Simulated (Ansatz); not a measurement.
Basis-set extrapolation for `[SiH2]1[SiH2][SiH2][SiH2]1` (PBE0-D4/def2-TZVP geometry, frozen core, the Gaussian-basis code of Ansatz). Multiplicity 1, RHF reference.

```
                       def2-TZVPP    def2-QZVPP
                 HF  -1160.407187  -1160.442069
    MP2 correlation     -0.492834     -0.529436
CCSD(T) correlation     -0.594569       not run
```

Energies in hartree. Use E(X) = E(∞) + A·exp(−7.88·√X) for Hartree–Fock and E(X) = E(∞) + B·X^(−2.97) for correlation, with X = 3 and 4, and add CCSD(T) minus MP2 of the smaller set to the MP2 limit.

What is the CCSD(T) energy at the basis-set limit?

HF limit: -1160.442069 + (-0.034882) × 0.13774 = -1160.44687. MP2 limit: -0.529436 + (-0.036602) × 0.74074 = -0.55655. Higher-order term: -0.594569 − (-0.492834) = -0.10174. Total: -1161.10516 hartree, 64.9 kcal/mol below CCSD(T)/def2-TZVPP.
